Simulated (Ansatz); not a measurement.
A structure relaxed at PBE0-D4/def2-TZVP, charge 0, multiplicity 1:

Cartesian coordinates in Å:
```
C 0.145 -0.769 2.046
C -0.479 -0.058 1.106
N -0.157 -0.003 -0.240
C 0.980 -0.780 -0.683
Si -0.873 1.155 -1.284
Cl 0.218 2.899 -1.436
H 1.014 -1.381 1.844
H -0.222 -0.742 3.062
H -1.342 0.545 1.374
H 1.102 -0.678 -1.762
H 1.905 -0.450 -0.198
H 0.831 -1.840 -0.452
H -0.926 0.590 -2.649
H -2.195 1.512 -0.729
```

(1) Give its formula and SMILES.

(2) Point group (tolerance 0.08 Å, 0.16 Å for H)?

(3) Summarise the bond lengths by kind.

Answers

(1) C3H8ClNSi, `C=CN(C)[SiH2]Cl`.

(2) C1.

(3) 1 × C–C 1.333 Å; 6 × C–H 1.081 to 1.096 Å; 2 × C–N 1.385 to 1.447 Å; 1 × N–Si 1.715 Å; 1 × Cl–Si 2.063 Å; 2 × H–Si 1.478 Å.

Program: Ansatz 0.2.0.
